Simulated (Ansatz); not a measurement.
N$_{2}$, charge +1, doublet, at a GFN2-xTB geometry (a state made from the parent by changing its charge; the spin is typed, not shown lowest).

Input for Ansatz (a program for electronic structure):
Ansatz 0.2 input:
```yaml
crystal:
  periodic: [false, false, false]
  atoms:
    - {symbol: N, position_ang: [-0.00000000, -0.00000000, -0.53414776]}
    - {symbol: N, position_ang: [0.00000000, 0.00000000, 0.53414776]}
basis:
  gaussian:
    orbitals: def2-QZVP.json
hamiltonian:
  xc: r2scan
total_charge: 1
magnetization: {spin_polarized: true, initial_magnetization: 1}
```
The basis file holds def2-QZVP in the JSON format of the Basis Set Exchange.

Problem. Predict the total energy from R2SCAN/def2-QZVP (Ansatz).

Solution. -108.9417 Eh

Problem. Give the <S^2> at the level R2SCAN/def2-QZVP.

Solution. 0.754

Problem. Estimate the number of basis functions that R2SCAN/def2-QZVP returns for this input.

Solution. 114
